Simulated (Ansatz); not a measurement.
Isolated molecules relaxed with PBE0-D4/def2-TZVP in Ansatz; ΔE leaves out vibrations. CBS: MP2 limit from def2 TZ/QZ plus the TZ coupled-cluster correction, frozen cores. One conformer a species, not always the lowest.

`O[SiH2]/C=C\[SiH](O)O` → `C=C[SiH](O)O[SiH2]O`  (isomerisation)

| species | CCSD(T)/CBS(def2) energy (Eh) |
| --- | --- |
| `O[SiH2]/C=C\[SiH](O)O` | -884.74143 |
| `C=C[SiH](O)O[SiH2]O` | -884.79013 |

Work out ΔE.

ΔE = (-884.79013) − (-884.74143) = -0.04870 Eh = -1.33 eV.

Largest T1 diagnostic among the species: 0.012.

In def2-TZVPP, CCSD(T) changes the Hartree–Fock value by +0.27 eV (the triples alone add +0.04 eV) and MP2 by +0.26 eV. From PBE to PBE0 (25 % exact exchange), in def2-TZVPP and without D4, ΔE moves by −0.08 eV.
